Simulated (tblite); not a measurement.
Species: 3-chlorobenzoyl chloride, C7H4Cl2O.
Z-matrix (Å and degrees, GFN2-xTB geometry), rows numbered from 1:
```
O 
C   1  1.1895
Cl  2  1.7693  1  118.85
C   2  1.4683  1  126.61  3  -179.97
C   4  1.3979  2  116.80  1     0.07
C   5  1.3812  4  120.06  2   179.97
C   6  1.3853  5  120.35  4     0.02
C   7  1.3886  6  119.39  5    -0.01
Cl  8  1.7255  7  119.58  6   180.00
C   8  1.3841  7  121.10  6    -0.00
H   5  1.0788  4  118.79  2    -0.04
H   6  1.0789  5  120.02  4  -179.98
H   7  1.0786  6  120.75  5  -179.99
H  10  1.0779  4  120.51  2     0.02
```

Computed values, GFN2-xTB/tblite, gas phase, harmonic and unscaled. The method is semi-empirical: single wavenumbers can be off by several per cent or more. One conformer, not necessarily the lowest.

Task: How many normal modes are there?

Result: 14 atoms, non-linear: 3N − 6 = 36.

Task: What is the point group of the computed structure, and how do the modes divide by symmetry?

Result: Cs. The vibrations span 25 a′ + 11 a″.

Task: How many distinct wavenumbers does the calculation give?

Result: 36: Cs has no degenerate species.

Task: How many fundamentals are allowed in the infrared by symmetry?

Result: 36 of 36: in Cs every mode is allowed. All fundamentals are allowed in the Raman spectrum.

Task: Which of the modes above 1550 cm⁻¹ are stretches that can be named?

Result: C=O 1787; aromatic C–H 3097, 3107, 3111, 3115; not assigned to one kind of bond 1562, 1574 cm⁻¹.

Task: How are the modes spread over the spectrum?

Result: 4 under 200 cm⁻¹; 7 from 200 to 600 cm⁻¹; 10 from 600 to 1000 cm⁻¹; 8 from 1000 to 1550 cm⁻¹; 3 from 1550 to 2000 cm⁻¹; 4 above 2600 cm⁻¹.

Task: Treat the C=O stretch at 1787 cm⁻¹ as a diatomic oscillator. What force constant follows?

Result: With μ = 6.856 u, k = μ(2πcν̃)² = 1290 N/m; the bond's atoms carry 99 % of the mode, and this is an estimate.

Task: Convert 1786.9 cm⁻¹, one of the modes, to μm, THz, fs a period, meV and kJ/mol.

Result: 5.596 μm, 53.57 THz, 18.7 fs, 221.5 meV or 21.38 kJ/mol.
